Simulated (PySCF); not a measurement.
Computed structure and properties of [DyH3(H2O)]−

System: [DyH3(H2O)]− (singlet in the valence; each metal's 4f electrons, 10 of them, lie in its core potential, out of spins and levels); start: template (Cs). Method: PySCF 2.14.0, RKS PBE0, Dy lcecp-0-SVP with ECP56, H def2-SVP, O def2-SVP; non-relativistic Hamiltonian with scalar-relativistic core potentials where named; density fitting; no spin-orbit coupling.

Input of the relaxation:

```python
mol = gto.M(atom='''
Dy     0.14291    -0.14291     0.14291
H      1.49821     1.21239     1.49821
H     -1.21239    -1.49821     1.49821
H      1.49821    -1.49821    -1.21239
O     -1.36249     1.36249    -1.36249
H     -1.70319     2.24759    -1.15869
H     -1.70319     1.15869    -2.24759''',
    basis={'Dy': 'lcecp-0-SVP', 'H': 'def2-SVP', 'O': 'def2-SVP'},
    ecp={'Dy': 'lcecp-0-SVP'},
    charge=-1, spin=0)
mf = dft.RKS(mol, xc='PBE0')
mf.grids.atom_grid = (50, 194)  # f atoms: unpruned, at least (60, 302)
mf = mf.density_fit()  # fitting sets: Dy AutoAux, H def2-universal-JKFIT, O def2-universal-JKFIT
mf.conv_tol = 1e-08; mf.max_cycle = 55
mf.kernel(dm0)  # dm0: converged density of the start geometry
# quasi-Newton relaxation in Cartesian coordinates to a largest gradient under 0.00045 Eh/bohr, steps kept in the point group
```

Run from Python with OMP_NUM_THREADS=2; the lines above give its settings. Where DIIS fails, smearing, a level shift and second-order steps follow.
It took 55 s on 2 threads of Arm Neoverse V1, with other jobs on the host, from the converged density of the start.

Course of the relaxation:

```json
{"step": "0", "energy above end (eV)": "0.7825", "largest force component within the symmetry (eV/Å)": "0.525"}
{"step": "1", "energy above end (eV)": "0.6779", "largest force component within the symmetry (eV/Å)": "0.355"}
{"step": "2", "energy above end (eV)": "0.5746", "largest force component within the symmetry (eV/Å)": "0.118"}
{"step": "3", "energy above end (eV)": "0.5408", "largest force component within the symmetry (eV/Å)": "0.086"}
{"step": "4", "energy above end (eV)": "0.5296", "largest force component within the symmetry (eV/Å)": "0.131"}
{"step": "5", "energy above end (eV)": "0.5233", "largest force component within the symmetry (eV/Å)": "0.311"}
{"step": "6", "energy above end (eV)": "0.5158", "largest force component within the symmetry (eV/Å)": "0.277"}
{"step": "7", "energy above end (eV)": "0.5048", "largest force component within the symmetry (eV/Å)": "0.357"}
{"step": "24", "energy above end (eV)": "0.0017", "largest force component within the symmetry (eV/Å)": "0.064"}
{"step": "25", "energy above end (eV)": "0.0005", "largest force component within the symmetry (eV/Å)": "0.036"}
{"step": "26", "energy above end (eV)": "0.0003", "largest force component within the symmetry (eV/Å)": "0.026"}
{"step": "27", "energy above end (eV)": "0.0001", "largest force component within the symmetry (eV/Å)": "0.018"}
{"step": "28", "energy above end (eV)": "0.0000", "largest force component within the symmetry (eV/Å)": "0.011"}
{"step": "29", "energy above end (eV)": "0.0000", "largest force component within the symmetry (eV/Å)": "0.005"}
```
(The steps between are left out.)

Relaxed geometry (Cs):

```xyz
7

Dy   -0.2818   -0.3515    0.3515
H     0.3830    1.8432    0.7368
H    -1.0100   -1.8908    1.8908
H     0.3830   -0.7368   -1.8432
O    -1.1782    1.3412   -1.3412
H    -0.5689    1.8720   -0.7645
H    -0.5689    0.7645   -1.8720
```

```json
{"contact": "Dy1–H2 (H)", "Å": "2.325"}
{"contact": "Dy1–H3 (H)", "Å": "2.295"}
{"contact": "Dy1–H4 (H)", "Å": "2.325"}
{"contact": "Dy1–H6 (H2O)", "Å": "2.504"}
```

On the finer grid (75, 302):

```yaml
HOMO: not given (4f levels lie in the core)
LUMO: not given (4f levels lie in the core)
Dipole_about_the_centre_of_mass: 0.24 D
Set_of_Mulliken_populations_of_Dy1_outside_the_core_potential: s 2.66, p 6.66, d 0.72, f 0.01
D3_BJ_dispersion_energy_not_in_the_energies: -0.083 eV
```

```csv
atom,Mulliken (e),Löwdin (e),spin (e)
Dy1,-0.05,-0.11,0.00
H2,-0.36,-0.30,0.00
H3,-0.30,-0.29,0.00
H4,-0.36,-0.30,0.00
O5,-0.35,-0.12,0.00
H6,0.21,0.06,0.00
H7,0.21,0.06,0.00
```

The 4f levels lie in the core potential and are missing. Their spin isn't counted.

On the grid (50, 194), as all that follows. Harmonic modes: a minimum; lowest 156 cm⁻¹ (negative: unstable), highest 3364 cm⁻¹, zero-point energy 0.971 eV.

Taking off one H (charge -1, singlet; the rest: singlet) in vacuum, both parts rigid, costs 4.27 eV; the small basis without counterpoise inflates it.

Rigid scan of H along the line from its metal:

(distance to H2 (Å), energy (eV)): (2.03, 0.211), (2.13, 0.085), (2.23, 0.019), (2.33, 0.000), (2.43, 0.016), (2.53, 0.058), (2.73, 0.198), (3.03, 0.484), (3.43, 0.910), (3.93, 1.422)

Taking off one H2O (charge 0, singlet; the rest: singlet) in vacuum, both parts rigid, costs 1.18 eV; the small basis without counterpoise inflates it.

Rigid scan of H2O along the line from its metal:

distance to O5 (Å), energy (eV) and a bar:
```
     2.26      0.280 ###########
     2.36      0.106 ####
     2.46      0.022 #
     2.56      0.000 
     2.66      0.017 #
     2.76      0.058 ##
     2.96      0.174 #######
     3.26      0.366 ##############
     3.66      0.582 #######################
     4.16      0.773 ##############################
```

One start shape was tried, so this needn't be the lowest isomer.

An lcecp potential fixes the number of 4f electrons, so in runs with it no electron can move into or out of that shell; real Dy(II) is rare or takes another configuration.
